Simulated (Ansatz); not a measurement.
Si8NH16, a doped cluster cut from the lattice of silicon (N on a surface site), relaxed as a doublet with UKS PBE-D4/def2-SVP in Ansatz, starting from the GFN2-xTB geometry. Force threshold 0.03 eV/Å.

Start:

```xyz
25

Si   -0.4659    2.7846    0.1092
Si    2.2914    0.3790    1.3408
Si   -1.3239   -0.5609    1.7693
Si   -2.0491   -0.5237   -1.3156
Si    1.6790   -2.9601   -0.8505
Si    0.1492    1.2285    1.7477
Si   -1.3587    1.6424   -1.7110
Si    2.3708   -0.7995   -0.6677
N    -1.2951   -1.1492    0.1256
H     0.6835    3.6253   -0.2693
H    -1.4167    3.7783    0.6378
H     3.3411    1.4100    1.4241
H     2.6990   -0.5665    2.3988
H    -2.7123   -0.3078    2.1928
H    -0.8689   -1.7155    2.5588
H    -3.5150   -0.6365   -1.1971
H    -1.6600   -1.4929   -2.3487
H     1.6701   -3.7803    0.3693
H     0.4321   -3.3195   -1.5361
H     0.1132    1.8461    3.0922
H    -2.4897    2.3841   -2.2983
H    -0.3771    1.6585   -2.8097
H     3.7520   -0.7528   -1.1973
H     1.5979   -0.0164   -1.6604
H    -1.2470   -2.1550    0.0952
```

```csv
step,energy (eV),largest force component (eV/Å),SCF passes
1,-64716.3746,0.895,20
2,-64716.8001,0.343,20
3,-64716.8594,0.264,20
4,-64716.8685,0.154,21
5,-64716.8795,0.139,21
6,-64716.8930,0.127,19
7,-64716.9021,0.241,19
8,-64716.9073,0.215,20
9,-64716.9095,0.086,19
10,-64716.9159,0.116,19
11,-64716.9202,0.136,20
12,-64716.9266,0.046,19
13,-64716.9303,0.057,19
14,-64716.9332,0.099,19
15,-64716.9360,0.097,20
16,-64716.9396,0.095,19
17,-64716.9409,0.105,19
18,-64716.9432,0.070,20
19,-64716.9447,0.053,20
20,-64716.9458,0.051,20
21,-64716.9465,0.046,20
22,-64716.9470,0.042,20
23,-64716.9474,0.027,20
24,-64716.9477,0.024,20
25,-64716.9480,0.026,20
26 (rejected),-64716.9466,0.066,19
27,-64716.9481,0.030,20
```

Force components are those of the run's own axes.

End:

```xyz
25

Si   -0.7731    2.7756    0.5121
Si    2.2945    0.5266    0.8378
Si   -1.2655   -0.7182    1.6367
Si   -1.8340   -0.3609   -1.4918
Si    1.5188   -3.1256   -0.0980
Si    0.2273    1.0931    1.8119
Si   -0.9320    1.8206   -1.6327
Si    2.1505   -1.0300   -0.9284
N    -1.2609   -1.2282   -0.0589
H     0.0088    4.0641    0.4913
H    -2.1595    3.0558    1.0354
H     3.0008    1.7689    0.3490
H     3.1753   -0.1152    1.8829
H    -2.6339   -0.2883    2.1163
H    -0.8381   -1.9030    2.4589
H    -3.3406   -0.2204   -1.5155
H    -1.4399   -1.1831   -2.6906
H     1.2217   -3.1332    1.3812
H     0.3669   -3.7767   -0.8300
H     0.4096    1.5257    3.2469
H    -1.8257    2.6328   -2.5377
H     0.4492    1.8005   -2.2350
H     3.5350   -1.1283   -1.5244
H     1.2281   -0.6036   -2.0391
H    -1.2832   -2.2491   -0.1784
```

By distances, no bond broke or formed. The bond that changes most is Si5–Si8, from 2.28 to 2.34 Å (atoms count from 1).

The force fell under the threshold at step 23, but the optimiser went on. No frequencies were taken in this run, so the end may be a saddle point.

Hardware: 2 threads of AMD EPYC 7R13 on a shared host and a share (18 GiB) of an NVIDIA H100 80GB HBM3. Wall time 60 s, peak host memory 0.93 GiB.
